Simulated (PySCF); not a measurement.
In(F)(Br)(Me) (CH₃BrFIn), SMILES [F][In]([CH3])[Br]. Atoms are numbered in the order given.

```xyz
7

In    -0.0432     0.6702     0.0000
F     -1.9369     1.2111     0.0000
Br     0.1428    -1.8210     0.0000
C      1.5339     2.1400     0.0000
H      2.5052     1.6299     0.0000
H      1.4222     2.7614    -0.8990
H      1.4222     2.7614     0.8990
```
Charge 0, spin multiplicity 1.

The structure is a stationary point at B3LYP-D3(BJ)/def2-SVP. The structure was generated by enumeration; whether it is a known compound was not checked. The def2 effective core potentials stand for the cores of In; spin–orbit coupling is left out.

Computed with PySCF with CAM-B3LYP/def2-TZVP.

Atomic charges (e):

| atom | Löwdin | Mulliken |
|---|---|---|
| In1 | 0.28 | 0.93 |
| F2 | -0.27 | [?] |
| Br3 | 0.08 | [?] |
| C4 | -0.50 | -0.57 |
| H5 | 0.14 | [?] |
| H6 | 0.14 | [?] |
| H7 | 0.14 | [?] |

**Question.** What belongs in the gaps? (The exact figures need the calculation; the answer reports its results.)

**Answer.** 
- F2, Mulliken: -0.49
- Br3, Mulliken: -0.35
- H5, Mulliken: 0.16
- H6, Mulliken: 0.16
- H7, Mulliken: 0.16
